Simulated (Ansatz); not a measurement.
Basis-set extrapolation for C2H9BOSi (`BC(O)[SiH2]C`) (PBE0-D4/def2-TZVP geometry, frozen core, Ansatz 0.2.0). Multiplicity 1, RHF reference.

```csv
,def2-TZVPP,def2-QZVPP
HF,-469.513244,-469.530929
MP2 correlation,-0.823833,-0.881261
CCSD(T) correlation,-0.913375,not run
```

Energies in hartree. Use E(X) = E(∞) + A·exp(−7.88·√X) for Hartree–Fock and E(X) = E(∞) + B·X^(−2.97) for correlation, with X = 3 and 4, and add CCSD(T) minus MP2 of the smaller set to the MP2 limit.

**Question.** What is the CCSD(T) energy at the basis-set limit?

**Answer.** HF limit: -469.530929 + (-0.017685) × 0.13774 = -469.53336. MP2 limit: -0.881261 + (-0.057428) × 0.74074 = -0.92380. Higher-order term: -0.913375 − (-0.823833) = -0.08954. Total: -470.54670 hartree, 3.27 eV below CCSD(T)/def2-TZVPP.
